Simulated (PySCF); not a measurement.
PySCF input for H₅OSi₂, SMILES [SiH2]O[SiH3], multiplicity 2, TDA-B3LYP/def2-SVPD. Geometry optimised at PBE0-D3(BJ)/def2-TZVP. The isomer is the one that the SMILES or the coordinates give; other isomers of the formula were not compared.

```python
import numpy as np
from pyscf import gto, scf, dft, tdscf

mol = gto.M(
    atom='''
    Si    1.48698231   -0.35886114    0.52132976
    O     0.00303572   -0.35630279   -0.16972960
    Si   -1.41149133    0.45034946   -0.35065756
    H     2.28031898   -1.45454215   -0.10266285
    H     2.15371137    0.95979772    0.29917102
    H    -1.14878269    1.88586606   -0.63235408
    H    -2.14600102   -0.15774244   -1.48536732
    H    -2.22040597    0.33620663    0.88963915
    ''',
    basis='def2-SVPD',
    charge=0,
    spin=1,
    max_memory=1600,
    verbose=4,
)
mf = dft.UKS(mol, xc='b3lyp').density_fit(auxbasis='def2-universal-jkfit')
mf.grids.level = 3
mf.conv_tol = 1e-9
mf.max_cycle = 100
mf.kernel()
fine, coarse = mf.grids, dft.Grids(mol).set(level=1).build(with_non0tab=True)
for _ in range(3):  # follow internal instabilities
    mf.grids = coarse
    mo, _, stable, _ = mf.stability(return_status=True, nroots=4)
    mf.grids = fine
    if stable:
        break
    mf.kernel(mf.make_rdm1(mo, mf.mo_occ))
mf.grids = dft.Grids(mol).set(level=1).build(with_non0tab=True)  # coarser grid for the response kernel
td = tdscf.TDA(mf)
td.nstates = 10
td.conv_tol = 1e-4
td.positive_eig_threshold = 1e-6
td.kernel(x0=td.get_init_guess(mf, 15))
td.analyze()
```

Log of the run:

```
PySCF version 2.14.0

[INPUT] verbose = 4
[INPUT] num. atoms = 8
[INPUT] num. electrons = 41
[INPUT] charge = 0
[INPUT] spin (= nelec alpha-beta = 2S) = 1
[INPUT] symmetry False subgroup None
[INPUT] Mole.unit = angstrom
[INPUT] Symbol           X                Y                Z      unit          X                Y                Z       unit  Magmom
[INPUT]  1 Si     1.486982310000  -0.358861140000   0.521329760000 AA    2.809989317973  -0.678149271349   0.985170466985 Bohr   0.0
[INPUT]  2 O      0.003035720000  -0.356302790000  -0.169729600000 AA    0.005736679391  -0.673314690518  -0.320742459232 Bohr   0.0
[INPUT]  3 Si    -1.411491330000   0.450349460000  -0.350657560000 AA   -2.667332040898   0.851037139746  -0.662646751908 Bohr   0.0
[INPUT]  4 H      2.280318980000  -1.454542150000  -0.102662850000 AA    4.309178348848  -2.748686300136  -0.194004669667 Bohr   0.0
[INPUT]  5 H      2.153711370000   0.959797720000   0.299171020000 AA    4.069924640662   1.813754825782   0.565351292207 Bohr   0.0
[INPUT]  6 H     -1.148782690000   1.885866060000  -0.632354080000 AA   -2.170884660741   3.563770361013  -1.194976024951 Bohr   0.0
[INPUT]  7 H     -2.146001020000  -0.157742440000  -1.485367320000 AA   -4.055354190837  -0.298090009821  -2.806937429179 Bohr   0.0
[INPUT]  8 H     -2.220405970000   0.336206630000   0.889639150000 AA   -4.195959168649   0.635338451963   1.681174343191 Bohr   0.0

nuclear repulsion = 149.840540086221
number of shells = 49
number of NR pGTOs = 167
number of NR cGTOs = 111
basis = def2-SVPD
ecp = {}


[settings echo left out]
init E= -657.020127587305
  alpha nocc = 21  HOMO = -0.169561705295033  LUMO = -0.0552709577105248
  beta  nocc = 20  HOMO = -0.355072061246661  LUMO = -0.169561705295033

WARN: HOMO -0.169561705295033 >= LUMO -0.169561705295033

cycle= 1 E= -656.92521783497  delta_E= 0.0949  |g|= 0.536  |ddm|= 2.08
  alpha nocc = 21  HOMO = -0.151884770665959  LUMO = -0.0015220092453796
  beta  nocc = 20  HOMO = -0.185673310498224  LUMO = -0.085025695280617
  HOMO = -0.151884770666  LUMO = -0.0850256952806  gap/eV = 1.81933
cycle= 2 E= -656.517397845759  delta_E= 0.408  |g|= 1.12  |ddm|= 1.31
  alpha nocc = 21  HOMO = -0.210036358403617  LUMO = -0.0195787867464285
  beta  nocc = 20  HOMO = -0.321633715285303  LUMO = -0.106597068214707
  HOMO = -0.210036358404  LUMO = -0.106597068215  gap/eV = 2.81473
cycle= 3 E= -657.032727350368  delta_E= -0.515  |g|= 0.056  |ddm|= 0.941
  alpha nocc = 21  HOMO = -0.207463095857085  LUMO = -0.0120998555619511
  beta  nocc = 20  HOMO = -0.314883965130221  LUMO = -0.0966047825172858
  HOMO = -0.207463095857  LUMO = -0.0966047825173  gap/eV = 3.01661
cycle= 4 E= -657.03450553545  delta_E= -0.00178  |g|= 0.0171  |ddm|= 0.145
  alpha nocc = 21  HOMO = -0.210774048354228  LUMO = -0.0143154724065147
  beta  nocc = 20  HOMO = -0.317395598317148  LUMO = -0.0976299530609808
  HOMO = -0.210774048354  LUMO = -0.097629953061  gap/eV = 3.07881
cycle= 5 E= -657.03472056189  delta_E= -0.000215  |g|= 0.00195  |ddm|= 0.0336
  alpha nocc = 21  HOMO = -0.210753729388923  LUMO = -0.0140365424530402
  beta  nocc = 20  HOMO = -0.317168612193717  LUMO = -0.0970128816446931
  HOMO = -0.210753729389  LUMO = -0.0970128816447  gap/eV = 3.09505
cycle= 6 E= -657.034724197921  delta_E= -3.64e-06  |g|= 0.000683  |ddm|= 0.00506
  alpha nocc = 21  HOMO = -0.210720102615801  LUMO = -0.0140247453195887
  beta  nocc = 20  HOMO = -0.317112679461862  LUMO = -0.0967858260609562
  HOMO = -0.210720102616  LUMO = -0.096785826061  gap/eV = 3.10031
cycle= 7 E= -657.034724654456  delta_E= -4.57e-07  |g|= 0.000184  |ddm|= 0.00193
  alpha nocc = 21  HOMO = -0.210797335356083  LUMO = -0.0140335927727242
  beta  nocc = 20  HOMO = -0.317133464091214  LUMO = -0.0968179812049628
  HOMO = -0.210797335356  LUMO = -0.096817981205  gap/eV = 3.10154
cycle= 8 E= -657.034724687467  delta_E= -3.3e-08  |g|= 5.05e-05  |ddm|= 0.000636
  alpha nocc = 21  HOMO = -0.210784193063694  LUMO = -0.0140279748959591
  beta  nocc = 20  HOMO = -0.31712774541946  LUMO = -0.09680184641531
  HOMO = -0.210784193064  LUMO = -0.0968018464153  gap/eV = 3.10162
cycle= 9 E= -657.034724689923  delta_E= -2.46e-09  |g|= 1.44e-05  |ddm|= 0.000116
  alpha nocc = 21  HOMO = -0.210785265965328  LUMO = -0.0140268128536669
  beta  nocc = 20  HOMO = -0.317126463246657  LUMO = -0.0968030442837722
  HOMO = -0.210785265965  LUMO = -0.0968030442838  gap/eV = 3.10161
cycle= 10 E= -657.034724690141  delta_E= -2.17e-10  |g|= 4.02e-06  |ddm|= 3.81e-05
  alpha nocc = 21  HOMO = -0.21078488259742  LUMO = -0.0140272129931072
  beta  nocc = 20  HOMO = -0.317127618912775  LUMO = -0.0968030876508643
  HOMO = -0.210784882597  LUMO = -0.0968030876509  gap/eV = 3.10160
Extra cycle  E= -657.034724690153  delta_E= -1.24e-11  |g|= 2.68e-06  |ddm|= 1.28e-05
converged SCF energy = -657.034724690153  <S^2> = 0.75151376  2S+1 = 2.0015132
tot grids = 30368
uhf_internal: lowest eigs of H = [0.2936272  0.33505188 0.37053971 0.39054364]
<class 'pyscf.df.df_jk.DFUKS'> wavefunction is stable in the internal stability analysis
tot grids = 30368
Overwritten attributes  positive_eig_threshold  of <class 'pyscf.tdscf.uks.TDA'>


******** <class 'pyscf.tdscf.uks.TDA'> for <class 'pyscf.df.df_jk.DFUKS'> ********
nstates = 10
deg_eia_thresh = 1.000e-03
wfnsym = None
conv_tol = 0.0001
eigh lindep = 1e-12
eigh level_shift = 0
eigh max_cycle = 100


Excitation energies (eV)
[4.06039195 4.68358037 5.13354043 5.43415772 5.5186853  5.63397257
 5.81989023 5.8488969  6.17540957 6.4454875 ]

** Excitation energies and oscillator strengths **
Excited State   1:      4.06039 eV    305.35 nm  f=0.0213
      21a ->   22a      0.97830
      21a ->   24a     -0.13255
      21a ->   26a      0.11880
Excited State   2:      4.68358 eV    264.72 nm  f=0.0036
      18b ->   21b     -0.21210
      20b ->   21b      0.96985
Excited State   3:      5.13354 eV    241.52 nm  f=0.0387
      21a ->   23a      0.86741
      21a ->   24a      0.43511
      21a ->   25a      0.10769
      21a ->   26a      0.10915
      19b ->   21b     -0.14147
Excited State   4:      5.43416 eV    228.16 nm  f=0.0342
      21a ->   23a      0.16699
      21a ->   25a     -0.21975
      17b ->   21b     -0.10561
      18b ->   21b      0.10920
      19b ->   21b      0.93468
Excited State   5:      5.51869 eV    224.66 nm  f=0.0476
      21a ->   22a      0.10687
      21a ->   23a     -0.19538
      21a ->   24a      0.53165
      21a ->   25a     -0.77345
      21a ->   28a     -0.10430
      21a ->   29a     -0.11364
      19b ->   21b     -0.16790
Excited State   6:      5.63397 eV    220.07 nm  f=0.0276
      21a ->   22a     -0.12008
      21a ->   23a      0.28854
      21a ->   24a     -0.62141
      21a ->   25a     -0.44606
      21a ->   26a      0.52010
      21a ->   28a     -0.10304
      19b ->   21b     -0.14895
Excited State   7:      5.81989 eV    213.04 nm  f=0.0059
      21a ->   23a      0.29647
      21a ->   24a     -0.33063
      21a ->   25a     -0.31202
      21a ->   26a     -0.79323
      21a ->   28a      0.14183
      21a ->   29a     -0.13495
Excited State   8:      5.84890 eV    211.98 nm  f=0.0048
      16b ->   21b     -0.16299
      18b ->   21b     -0.94638
      19b ->   21b      0.11794
      20b ->   21b     -0.20462
Excited State   9:      6.17541 eV    200.77 nm  f=0.0261
      21a ->   26a     -0.13402
      21a ->   27a     -0.96345
      21a ->   28a     -0.15354
      21a ->   29a      0.10112
Excited State  10:      6.44549 eV    192.36 nm  f=0.0467
      21a ->   26a     -0.17086
      21a ->   27a      0.20728
      21a ->   28a     -0.92432
      21a ->   29a      0.18977

** Transition electric dipole moments (AU) **
state          X           Y           Z        Dip. S.      Osc.
  1        -0.4578      0.0256      0.0589      0.2137      0.0213
  2        -0.0022      0.1779      0.0050      0.0317      0.0036
  3        -0.0482      0.0533      0.5501      0.3077      0.0387
  4        -0.5015     -0.0224     -0.0692      0.2568      0.0342
  5         0.0764     -0.5647      0.1662      0.3523      0.0476
  6        -0.0258     -0.4466     -0.0042      0.2002      0.0276
  7         0.0518      0.1314      0.1464      0.0414      0.0059
  8        -0.1777      0.0439      0.0144      0.0337      0.0048
  9         0.3395     -0.0701     -0.2286      0.1724      0.0261
 10         0.0542     -0.1360     -0.5236      0.2956      0.0467

** Transition velocity dipole moments (imaginary part, AU) **
state          X           Y           Z        Dip. S.      Osc.
  1        -0.0469      0.0067     -0.0081      0.0023      0.0103
  2        -0.0001      0.0092     -0.0027      0.0001      0.0004
  3        -0.0098     -0.0090      0.1207      0.0148      0.0521
  4        -0.0697      0.0069      0.0163      0.0052      0.0172
  5         0.0118     -0.0759      0.0451      0.0079      0.0261
  6        -0.0082     -0.0538     -0.0067      0.0030      0.0097
  7         0.0093      0.0128      0.0135      0.0004      0.0013
  8        -0.0279      0.0045      0.0068      0.0008      0.0026
  9         0.0645     -0.0110     -0.0446      0.0063      0.0184
 10         0.0139     -0.0130     -0.1060      0.0116      0.0326

** Transition magnetic dipole moments (imaginary part, AU) **
state          X           Y           Z
  1        -0.0565      0.8591      0.1836
  2         0.6371     -0.0562      0.1279
  3         0.2860      0.2539      0.0054
  4        -0.2757     -0.0591      0.1268
  5        -0.6282     -0.0511      0.1696
  6        -0.4719      0.3076      0.2168
  7         0.1769     -0.0367     -0.0499
  8         0.3371      0.0634      0.1953
  9        -0.1363     -0.4044     -0.0340
 10        -0.3686     -0.8285      0.0285
```

Self-consistency was reached.

Cost: around 80 core-seconds (rough).
